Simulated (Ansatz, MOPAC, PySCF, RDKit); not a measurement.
Complex: CH4O (SMILES CO) (first 6 atoms) with C3H8 (SMILES CCC); geometry from B3LYP-D3(BJ)/def2-TZVP, rigid monomers moved along the line of their centres of mass till H6···C7 is 4.77 Å.
(charge 0, multiplicity 1):
```xyz
17

C      0.48433     0.24328    -0.27983
O     -0.51380    -0.51808     0.38321
H      0.75164     1.14700     0.27857
H      0.06814     0.54281    -1.24074
H      1.39337    -0.34016    -0.46388
H     -0.17450    -0.79623     1.23980
C     -0.29342    -1.19657     5.99345
C     -0.01462     0.16865     6.61692
C      0.34584     1.23046     5.58111
H     -0.52532    -1.94758     6.75048
H     -1.14492    -1.14958     5.30944
H      0.57606    -1.55812     5.43518
H      0.79768     0.07742     7.34371
H     -0.89360     0.49380     7.18063
H      0.52728     2.20016     6.04781
H      1.25285     0.95329     5.03647
H     -0.45582     1.35545     4.84961
```

Monomers are frozen at their geometry in the pair; levels with a basis set take the counterpoise correction. RDKit's UFF carries no charges.

Rows in 6-31G* carry no dispersion term and start afresh at each structure (6-31G* with six Cartesian d functions). MP2/6-31G* freezes PySCF's default core. The state reached by AM1 isn't checked.

Programs: Ansatz (Gaussian basis) for Hartree–Fock, density functionals and correlated methods; MOPAC for AM1 (differences of heats of formation); PySCF for 6-31G* rows, the dispersion terms; RDKit for the force fields. 

| level | interaction energy (kcal/mol) |
|---|---|
| MMFF94 | -0.12 |
| UFF | -0.24 |
| AM1 | -0.01 |
| HF/6-31G* | -0.06 |
| PBE/def2-TZVPPD | -0.12 |
| PBE-D3(BJ)/def2-TZVPPD | [?] |
| B3LYP/def2-TZVPPD | -0.02 |
| wB97M-V/def2-TZVPPD | -0.23 |
| MP2/6-31G* | -0.13 |

Problem. What belongs in the gaps?

Solution. 
- PBE-D3(BJ)/def2-TZVPPD, interaction energy (kcal/mol): -0.28

Ansatz is a program for electronic structure.
